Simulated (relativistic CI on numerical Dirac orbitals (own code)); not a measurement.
## Co3+: M2,3 absorption edge

Computed with this model: Dirac-Coulomb-Breit CI, orbitals from a KLI potential per configuration, a model potential for QED, valence Slater integrals scaled by 0.8, multiplet model of core-to-valence dipole absorption; configurations [Ar] 3d6 → [Ne] 3s2 3p5 3d7; 10 K; Lorentzian 0.8 eV and Gaussian 0.3 eV FWHM. Energies are those of the free ion, without screening or charge transfer. The branching ratio is the share of the lower-energy edge in the whole absorption, uncertain by about 0.02 where the edges overlap. S is read from ⟨S²⟩ = S(S + 1).

Field parameters in Wybourne normalisation: Td as Oh with Dq negative (B⁴₀ = 21Dq, B⁴₄ = √(5/14) B⁴₀). The field is a parameter set, without covalency.

Computed curve for Td, 10Dq = -6450 cm⁻¹, scaled to 100 at the maximum (points under 2 are left out and the grid is thinned):

| Energy (eV) | Intensity |
| --- | --- |
| 59.1 | 2.1 |
| 59.3 | 2.1 |
| 59.5 | 2.1 |
| 59.7 | 2.2 |
| 59.9 | 2.4 |
| 60.1 | 2.7 |
| 60.3 | 3.1 |
| 60.5 | 3.8 |
| 60.7 | 4.7 |
| 60.9 | 6.1 |
| 61.0 | 7.1 |
| 61.2 | 9.8 |
| 61.4 | 13.6 |
| 61.6 | 18.1 |
| 61.8 | 22.6 |
| 62.0 | 26.7 |
| 62.2 | 30.5 |
| 62.4 | 32.8 |
| 62.6 | 33.0 |
| 62.8 | 33.7 |
| 63.0 | 34.0 |
| 63.2 | 30.9 |
| 63.4 | 24.4 |
| 63.6 | 17.6 |
| 63.8 | 12.9 |
| 64.0 | 10.1 |
| 64.2 | 8.8 |
| 64.4 | 8.2 |
| 64.6 | 8.2 |
| 64.8 | 8.8 |
| 64.9 | 9.3 |
| 65.1 | 10.9 |
| 65.3 | 13.6 |
| 65.5 | 18.2 |
| 65.7 | 25.9 |
| 65.9 | 37.5 |
| 66.1 | 49.5 |
| 66.3 | 55.9 |
| 66.5 | 61.1 |
| 66.7 | 74.8 |
| 66.9 | 94.2 |
| 67.1 | 99.7 |
| 67.3 | 82.5 |
| 67.5 | 59.5 |
| 67.7 | 43.1 |
| 67.9 | 31.6 |
| 68.1 | 22.5 |
| 68.3 | 15.9 |
| 68.5 | 11.7 |
| 68.7 | 8.9 |
| 68.8 | 7.9 |
| 69.0 | 6.3 |
| 69.2 | 5.2 |
| 69.4 | 4.4 |
| 69.6 | 3.7 |
| 69.8 | 3.2 |
| 70.0 | 2.8 |
| 70.2 | 2.5 |
| 70.4 | 2.3 |
| 70.6 | 2.0 |

The ground state has S = 2.00, and the centroid lies at 65.56 eV.
